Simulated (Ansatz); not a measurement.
```xyz
5

C    -0.0459   -0.0186   -0.6445
F    -0.0036   -0.0098    0.7430
H     0.0278   -1.1189   -0.9845
H    -0.8809    0.5143   -1.0296
H     0.8717    0.4695   -1.0315
```

Basis set: 6-31G (spherical functions). Correlated methods keep 2 orbitals frozen. Charge 0, multiplicity 1.

Computed with Ansatz (development build ahead of 0.2.0); each method stands on the lowest determinant of its kind that the runs found. Restricted open shells among the atoms or ions are ROHF, correlated in semicanonical orbitals with singles.

(1) Give the atomization energy at this shape (free ground-state atoms in the same class of orbitals less the molecule, no zero-point energy) of singlet CH₃F by RHF-MP2, RHF.

Answers

(1)

```json
{"method": "RHF-MP2", "atomization energy": "1488.9 kJ/mol"}
{"method": "RHF", "atomization energy": "1197.8 kJ/mol"}
```

This basis has no polarisation functions and is too small for such energies, which can lie far from measured ones in either direction.
